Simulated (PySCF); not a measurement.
# Arsenic: a sound run and one with changed settings

Sound run: As²⁺ [Ar] 3d10 4s2 4p1, As³⁺ [Ar] 3d10 4s2. All numbers are calculated (PySCF 2.14, scalar relativity by spin-free X2C-1e, in x2c-TZVPall). In the sound run the correlated levels freeze [Ar] 3d10. The sound run starts from symmetry-adapted Hartree-Fock orbitals and uses a fine grid where one is needed.

Changed run: no relativity, point nucleus. This setting is unsound on purpose.

```json
{"species": "As²⁺", "method": "UHF", "sound run (hartree)": "-2258.00411", "changed run (hartree)": "-2221.69896", "converged": "yes"}
{"species": "As²⁺", "method": "TPSS", "sound run (hartree)": "-2259.60927", "changed run (hartree)": "-2223.32371", "converged": "yes"}
{"species": "As²⁺", "method": "M06-L", "sound run (hartree)": "-2259.58690", "changed run (hartree)": "-2223.28743", "converged": "yes"}
{"species": "As²⁺", "method": "MP2", "sound run (hartree)": "-2258.04312", "changed run (hartree)": "-2221.73886", "converged": "yes"}
{"species": "As²⁺", "method": "CCSD(T)", "sound run (hartree)": "-2258.05752", "changed run (hartree)": "-2221.75423", "converged": "yes"}
{"species": "As³⁺", "method": "UHF", "sound run (hartree)": "-2256.99753", "changed run (hartree)": "-2220.69244", "converged": "yes"}
{"species": "As³⁺", "method": "TPSS", "sound run (hartree)": "-2258.57807", "changed run (hartree)": "-2222.29199", "converged": "yes"}
{"species": "As³⁺", "method": "M06-L", "sound run (hartree)": "-2258.56850", "changed run (hartree)": "-2222.26838", "converged": "yes"}
{"species": "As³⁺", "method": "MP2", "sound run (hartree)": "-2257.02690", "changed run (hartree)": "-2220.72283", "converged": "yes"}
{"species": "As³⁺", "method": "CCSD(T)", "sound run (hartree)": "-2257.03744", "changed run (hartree)": "-2220.73428", "converged": "yes"}
```

Ionisation energy of As²⁺:

```
 method  sound run (eV)  changed run (eV)
    UHF          27.391            27.389
   TPSS          28.060            28.075
  M06-L          27.712            27.730
    MP2          27.653            27.648
SCS-MP2          27.645            27.640
   CCSD          27.739            27.734
CCSD(T)          27.758            27.754
```

Most of the change in total energy is the relativistic energy itself. On top of that the contraction fixes the core shape for the Hamiltonian it was made with, so the changed run is not a good calculation with the other Hamiltonian either.

For comparison, NIST gives 28.349 ± 0.012 eV between the lowest levels.
